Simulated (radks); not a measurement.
Trend from Rb3+ to Xe3+: ionisation energy by Delta-SCF between NIST ground configurations, and size. Calculated with a radial shooting solver on a logarithmic mesh with Libxc functionals: scalar-relativistic Kohn-Sham, r2SCAN, spin-polarised, spherical densities, finite nucleus; open shells are filled with parallel spins first (spin-orbit coupling, left out, can overturn this in heavy ions); meta-GGA in the generalised Kohn-Sham scheme; Fermi nuclear charge, rms radius of each element as measured or else 0.836 A^(1/3) + 0.57 fm.

species,configuration,configuration of the ion,IE (eV),NIST (eV),kind,-e(HOMO) (eV),outermost,<r> outermost (bohr)
Rb3+,[Ar] 3d10 4s2 4p4,[Ar] 3d10 4s2 4p3,51.493,52.2,semi-emp.,45.506 (4p),4p,1.58
Sr3+,[Ar] 3d10 4s2 4p5,[Ar] 3d10 4s2 4p4,56.617,56.280,semi-emp.,50.013 (4p),4p,1.49
Zr3+,[Kr] 4d1,[Kr],33.882,34.418,exp.,28.256 (4d),4d,1.82
Nb3+,[Kr] 4d2,[Kr] 4d1,37.292,37.61,exp.,31.222 (4d),4d,1.70
Mo3+,[Kr] 4d3,[Kr] 4d2,40.459,40.3,semi-emp.,34.030 (4d),4d,1.59
Tc3+,[Kr] 4d4,[Kr] 4d3,43.500,41,theory,36.734 (4d),4d,1.50
Ru3+,[Kr] 4d5,[Kr] 4d4,46.450,45,theory,39.362 (4d),4d,1.42
Rh3+,[Kr] 4d6,[Kr] 4d5,43.719,42,theory,36.938 (4d),4d,1.37
Pd3+,[Kr] 4d7,[Kr] 4d6,47.183,46,theory,39.958 (4d),4d,1.31
Ag3+,[Kr] 4d8,[Kr] 4d7,50.414,49,theory,42.835 (4d),4d,1.25
Cd3+,[Kr] 4d9,[Kr] 4d8,53.527,51,theory,45.618 (4d),4d,1.19
In3+,[Kr] 4d10,[Kr] 4d9,56.556,55.45,exp.,48.332 (4d),4d,1.15
Sn3+,[Kr] 4d10 5s1,[Kr] 4d10,40.953,40.74,exp.,36.675 (5s),5s,2.12
Sb3+,[Kr] 4d10 5s2,[Kr] 4d10 5s1,43.502,43.80,exp.,39.038 (5s),5s,2.02
Te3+,[Kr] 4d10 5s2 5p1,[Kr] 4d10 5s2,36.657,37.416,exp.,32.238 (5p),5p,2.22
I3+,[Kr] 4d10 5s2 5p2,[Kr] 4d10 5s2 5p1,40.413,40.36,exp.,35.536 (5p),5p,2.10
Xe3+,[Kr] 4d10 5s2 5p3,[Kr] 4d10 5s2 5p2,43.863,42.2,exp.,38.638 (5p),5p,2.00

Reference values: NIST Atomic Spectra Database (exp. = measured, semi-emp. = semi-empirical, theory = theoretical value adopted there). Open shells are spherical and high-spin; term and fine-structure splittings are not resolved. Spin-orbit splitting is averaged out at the scalar-relativistic level.
